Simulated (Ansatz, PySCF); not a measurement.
Gas-phase reaction (SMILES): [NH2][Al]([OH])[OH] + O (H2O) -> [OH][Al]([OH])[OH] + N (NH3); water cleaves one Al-N bond, a model of a ligand-exchange step.

Geometries: B3LYP-D3(BJ)/def2-TZVP minima from Ansatz (a first-principles code), one conformer each, not searched for the lowest. Cores are frozen in the correlated levels unless marked. Spin-orbit coupling is left out. No relativistic terms. CBS(X,Y): correlation extrapolated as X^-3; Hartree-Fock from the larger set. Thermal terms are rigid-rotor harmonic-oscillator values from B3LYP-D3(BJ) frequencies (Ansatz or PySCF) at 298.15 K and 1 atm. 1 Eh = 627.5095 kcal/mol.

| species | E, CCSD(T)/CBS(aug-cc-pV(T+d)Z,aug-cc-pV(Q+d)Z) (Ansatz) (Eh) | E, wB97M-V/def2-TZVPD (Ansatz) (Eh) | H - E (Eh) |
|---|---|---|---|
| [NH2][Al]([OH])[OH] | -449.62818 | -450.22108 | 0.06012 |
| O (H2O) | -76.37513 | -76.43347 | 0.02495 |
| [OH][Al]([OH])[OH] | -469.51772 | -470.12258 | 0.04799 |
| N (NH3) | -56.50411 | -56.55014 | 0.03799 |

Question: Work out ΔE and ΔH at 298.15 K at the first level, then ΔH at the second.

Answer: 
1. ΔE = [(-469.51772) + (-56.50411)] - [(-449.62818) + (-76.37513)] = -0.01852 Eh = -11.6 kcal/mol at CCSD(T)/CBS(aug-cc-pV(T+d)Z,aug-cc-pV(Q+d)Z).
2. The terms H - E add up to 0.00091 Eh, so ΔH = (-0.01852 + (0.00091))×627.5095 = -11.1 kcal/mol.
3. At wB97M-V/def2-TZVPD the same steps give ΔE = -11.4 and ΔH = -10.8 kcal/mol, a shift of +0.3 from the first level.
4. These values are not checked against measurement here, since the tables used lack a sound gas-phase enthalpy of formation for at least one species.
